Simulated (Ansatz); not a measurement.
Ansatz (a program for electronic structure) input (RI-MP2/def2-QZVPP):
A basis named .json is the Basis Set Exchange file of that set.

Ansatz 0.2 input:
```yaml
crystal:
  periodic: [false, false, false]
  atoms:
    - {symbol: B, position_ang: [-0.00000000, -0.00000000, -0.65016523]}
    - {symbol: F, position_ang: [0.00000000, 0.00000000, 0.56413896]}
    - {symbol: H, position_ang: [-0.00000000, -0.00000000, -1.82642451]}
basis:
  gaussian:
    orbitals: def2-QZVPP.json
    fitting: {mean_field: def2-universal-jkfit, correlation: def2-QZVPP-RIFIT.json}
total_charge: 1
magnetization: {spin_polarized: false}
correlation: {method: mp2, electrons: outside_noble_gas}
```

Output:

```
Functional definition: HF
integrals: 0.05 GiB planned
170 factors; integrals over basis functions are off by at most 1.4e0 eV
338 factors; integrals over basis functions are off by at most 7.1e-1 eV
mean field: 0.19 GiB planned
mean field evaluation 1: about -3380.6713 eV, gradient 6.6e1 eV
mean field evaluation 2: about -3383.9243 eV, gradient 5.0e1 eV
mean field evaluation 4: about -3386.9784 eV, gradient 3.6e-1 eV
mean field evaluation 8: about -3386.9789 eV, gradient 2.1e-6 eV
mean field -3386.97894132 eV, -124.4691803167 hartree, gradient 2.1e-6 eV, S^2 0.000000; 0 other end points of the search recorded, 0 dependent functions left out
2 core orbitals not correlated
reference -3386.97894132 eV, -124.4691803167 hartree; 5, 5 occupied and 137, 137 virtual orbitals, 338 factors
second order -9.40636007 eV of doubles, -0.00000000 eV of singles
Total energy: -3396.38530139 eV, -124.8148576734 hartree
```
